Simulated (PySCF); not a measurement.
**HBr under electron impact: the energy ladder**

r²SCAN in PySCF with def2-TZVPPD on every atom, for the lowest determinant that a PBE0 search found; no spin–orbit coupling.

| species | state (unpaired electrons) | Re (Å) | ωe (cm⁻¹) | energy of the minimum from the neutral (eV) | De (eV) | dissociates to |
| --- | --- | --- | --- | --- | --- | --- |
| HBr | singlet (closed shell) | 1.420 | 2652 | 0.00 | 4.06 | H + Br |
| HBr⁺ | doublet (π ↑) | 1.455 | 2431 | 11.76 | 4.20 | H + Br⁺ |

Question: Work out the lowest energy to break HBr into atoms, from its vibrational ground state.

Answer: D0 = De − ωe/2 = 4.06 − 0.16 = 3.90 eV (r²SCAN/def2-TZVPPD).

Question: Work out the ionisation energy of the Br atom at this level and the threshold of dissociative ionisation.

Answer: IE(Br) = 11.76 + 4.20 − 4.06 = 11.90 eV, so H + Br⁺ + e⁻ appears at D0 + IE(Br) = 15.80 eV (r²SCAN/def2-TZVPPD). The measured IE(Br) is 11.814 eV (NIST ASD).

These are thermodynamic thresholds; the onsets seen under electron impact lie higher where the geometry changes, and cross-sections peak well above them.

For an ion De counts to the pair picked by the measured ionisation energies or electron affinities, which need not be the lowest pair at this level. States were picked by a PBE0 search and need not be the measured ground states.
